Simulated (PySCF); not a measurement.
C3H12Si3, SMILES C=CC([SiH3])([SiH3])[SiH3]. Geometry optimised at PBE-D3(BJ)/def2-SVP. This is a generated structure with no PubChem entry under its InChIKey; it may be hypothetical. The values are those of a single conformer.

Question: Give the equilibrium geometry at PBE-D3(BJ)/def2-SVP (PySCF confirms it by a frequency run) as Cartesian coordinates in Å, and its point group. (The exact figures need the calculation; the answer reports its results.)

Answer: Several could match; the one computed here: point group Cs.
```xyz
18

C      2.2324    -1.3323     0.0000
C      0.8841    -1.3128     0.0000
C     -0.0192    -0.1021     0.0000
Si    -1.1395    -0.1886     1.5491
Si     0.8980     1.5707     0.0000
Si    -1.1395    -0.1886    -1.5491
H      2.7807    -2.2864     0.0000
H      2.8412    -0.4130     0.0000
H      0.3603    -2.2896     0.0000
H     -2.1597     0.9174     1.5235
H     -1.8551    -1.5138     1.5708
H     -0.3049    -0.0657     2.7946
H      1.7639     1.7052     1.2240
H     -0.1195     2.6782     0.0000
H      1.7639     1.7052    -1.2240
H     -1.8551    -1.5138    -1.5708
H     -0.3049    -0.0657    -2.7946
H     -2.1597     0.9174    -1.5235
```
Charge 0, spin multiplicity 1.
